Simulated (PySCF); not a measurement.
CdClI, SMILES [I][Cd][Cl]. Coordinates come from a PBE0-D3(BJ)/def2-TZVP optimisation. The def2 effective core potentials stand for the cores of Cd, I; spin–orbit coupling is left out.

Q: Give the equilibrium geometry at PBE0-D3(BJ)/def2-TZVP (PySCF confirms it by a frequency run) as bond lengths and angles, and its point group. (An estimate is asked for; the answer gives what the named calculation found.)

A: point group C∞v.
Atoms: Cd1 Cl2 I3. Bonds (Å): Cd1–Cl2 2.277, Cd1–I3 2.573. Bond angles (°): Cl2–Cd1–I3 180.0.
